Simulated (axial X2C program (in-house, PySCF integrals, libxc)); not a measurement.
# CuBr: the levels of the configuration d9 s1 p(π)0

Computed with an axial X2C code built on PySCF integrals: two-component X2C with atomic mean-field Coulomb and Gaunt terms, basis Cu dyall-v3z, Br dyall-v3z (cores contracted in-house). Orbitals come from Hartree–Fock averaged over the configuration Cu d9 s1 p(π)0; CI then distributes these electrons over the d, s, p(π) shells of Cu.

R = 2.335 Å (near the minimum of the configuration average).

Lowest levels of this model:

```
Ω  energy (cm⁻¹)    g∥  μ (D)  configuration
0              0  0.00  -3.20     100% d9 s1
1             89  3.64  -3.20     100% d9 s1
2            958  5.90  -3.18     100% d9 s1
0           1424  0.00  -3.22      99% d9 s1
1           1562  2.16  -3.19     100% d9 s1
3           2437  8.00  -3.25     100% d9 s1
0           2441  0.00  -3.19     100% d9 s1
2           3064  4.06  -3.25     100% d9 s1
0           3552  0.00  -3.26      96% d9 s1
1           3966  0.60  -3.24     100% d9 s1
1           5040  1.60  -3.23     100% d9 s1
2           5953  4.04  -3.25     100% d9 s1
```

g∥ is the magnitude of 2⟨Lz + ge Sz⟩ for the +Ω component. μ is positive if the Br end is positive.

This point took 1.6 s on 1 thread of Arm Neoverse V2 (shared host).

Dynamic correlation is missing, so gaps between terms are too wide and other configurations may lie lower; the lowest level listed is that of this model, not necessarily the ground state. For d shells the ligand-field splittings (σ, π, δ) and their order can be off by a thousand cm⁻¹ or more. At most 4 roots were kept for each Ω > 0 (twice that for Ω = 0) within 3.2 eV of the lowest, so higher up levels can be missing between those listed; levels with Ω > 0 are doubly degenerate and listed once, Ω = 0 levels singly. States that fill the shells left empty in the average are placed too high.
